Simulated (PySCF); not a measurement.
HfMe4, C₄H₁₂Hf (singlet state).
Bonds: Hf1–C2, Hf1–C6, Hf1–C10, Hf1–C14. Hydrogens: H3, H4, H5 on C2; H7, H8, H9 on C6; H11, H12, H13 on C10; H15, H16, H17 on C14.

The calculation used PySCF 2.14.0, PBE0-D3(BJ)/def2-SVP geometry optimisation, gas phase, def2 core potentials past Kr.

Q: How far are the bound atoms from Hf1?

A: 4 atoms: C6 2.217 Å, C14 2.218 Å, C2 2.218 Å, C10 2.218 Å. The nearest atom not counted as bound is H9, at 2.82 Å (others tie with it).

Q: List the angles at Hf1.

A: 
```json
{"angle": "C10–Hf1–C14", "degrees": "109.7", "distance of the outer atoms (Å)": "3.63"}
{"angle": "C2–Hf1–C10", "degrees": "109.7", "distance of the outer atoms (Å)": "3.63"}
{"angle": "C2–Hf1–C14", "degrees": "109.6", "distance of the outer atoms (Å)": "3.63"}
{"angle": "C6–Hf1–C10", "degrees": "109.4", "distance of the outer atoms (Å)": "3.62"}
{"angle": "C6–Hf1–C14", "degrees": "109.2", "distance of the outer atoms (Å)": "3.62"}
{"angle": "C2–Hf1–C6", "degrees": "109.2", "distance of the outer atoms (Å)": "3.62"}
```

Q: What is the shape at Hf1?

A: Tetrahedral: angles from 109.2° to 109.7°; τ4 = (360° − α − β)/141° = 1.00 with α and β the two widest (0 for a square, 1 for a tetrahedron).

Q: What are the other bond lengths?

A: C2–H3 and 11 like bonds 1.106 Å.

Point group: near Td, missed by 0.35 Å at most; the miss may be what the optimiser left on a soft mode (T holds within 0.08 Å). Charge 0, singlet. No frequency check.
